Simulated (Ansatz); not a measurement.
Problem. Name a neutral molecule of Cl, O, Ta and H with LUMO energy (PBE/def2-TZVPP) between -2.10 and -1.80 eV and HOMO–LUMO gap (PBE0/def2-TZVPP) between 6.75 and 7.05 eV (Ansatz, PBE0-D4/def2-TZVP geometry).

Solution. `[OH][Ta]([OH])([OH])([OH])[Cl]` (-2.05 eV, 7.00 eV). Other molecules can fit too; these were computed, each in one conformer that needn't be the lowest.
